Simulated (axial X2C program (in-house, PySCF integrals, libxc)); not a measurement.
Curves of ZnS⁺ by EOM-IP-CCSD

Calculated with an in-house all-electron X2C program for linear molecules (integrals from PySCF): two-component X2C with atomic mean-field Coulomb and Gaunt terms, Gaussian nuclei, basis Zn dyall-cv3z, S dyall-av3z with contracted cores.

Energies in eV from the lowest point of the lowest state; states are followed by energy order within each Ω. Reference: ZnS, 18 electrons correlated in 84 virtual spinors with an MP2 remainder; levels at this size can be off by some tenths of an eV. Masses 63.929 and 31.972 u.

```
R (Å)  (1)Ω=3/2  (1)Ω=1/2  (2)Ω=1/2
1.882    0.6563    0.7093    2.9458
1.964    0.2674    0.3182    2.6757
2.046    0.0668    0.1161    2.5682
2.138    0.0000    0.0478    2.5767
2.230    0.0492    0.0956    2.6694
2.353    0.2379    0.2788    2.8539
```

(1) Fit the curves (1)Ω=3/2, (1)Ω=1/2 near their minima.

For ZnS at CCSD, and between the minima:

Re = 2.061 Å, ωe = 443.0 cm⁻¹; removing the electron costs 8.415 eV without zero-point terms.

T1 of the reference reaches 0.021 (Lee–Taylor). Curves followed by order can swap character. Number of frozen shells: Zn 3 s, 2 p; S 2 s, 1 p. Roots with under 60 % one-particle weight at any point are counted in the labels but not shown, and the list ends where the roots sought for some Ω run out; states that need a further excitation are missing and may lie low or lowest. Curves with a minimum but no constants failed the fit check.

Results:

(1) At EOM-IP-CCSD from ZnS (the fit fixes ωe to about one per cent; ωe of higher roots by this method can be off by ten per cent):

```json
{"state": "(1)Ω=3/2", "Te (cm⁻¹)": "0", "Re (Å)": "2.139", "ωe (cm⁻¹)": "415.9"}
{"state": "(1)Ω=1/2", "Te (cm⁻¹)": "390", "Re (Å)": "2.140", "ωe (cm⁻¹)": "414.5"}
```
